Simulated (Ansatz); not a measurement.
Ansatz (an electronic-structure program) input:

Ansatz 0.2 input:
```yaml
crystal:
  periodic: [false, false, false]
  atoms:
    - {symbol: C, position_ang: [-1.95801932, 0.18285664, 0.38525923]}
    - {symbol: C, position_ang: [-0.69479984, 0.60548378, -0.25057466]}
    - {symbol: C, position_ang: [0.53306484, -0.12471395, -0.05151133]}
    - {symbol: O, position_ang: [0.65649707, -1.12473274, 0.63059536]}
    - {symbol: O, position_ang: [1.58427789, 0.42631052, -0.72147723]}
    - {symbol: H, position_ang: [-2.35644705, 0.97667557, 1.02777498]}
    - {symbol: H, position_ang: [-1.81268154, -0.71582245, 0.98147414]}
    - {symbol: H, position_ang: [-2.72983195, -0.00911014, -0.36896537]}
    - {symbol: H, position_ang: [-0.66378600, 1.48166985, -0.88476697]}
    - {symbol: H, position_ang: [2.35507267, -0.12779394, -0.52750141]}
basis:
  gaussian:
    orbitals: def2-TZVPD
hamiltonian:
  xc: {name: LC-wPBE}
magnetization: {spin_polarized: true, initial_magnetization: 1}
output: {forces: true}
```

Task: Predict the final energy.

Result: -267.69324 Eh (LC-wPBE/def2-TZVPD). The basis has 236 functions.

It need not be the lowest isomer of its formula.
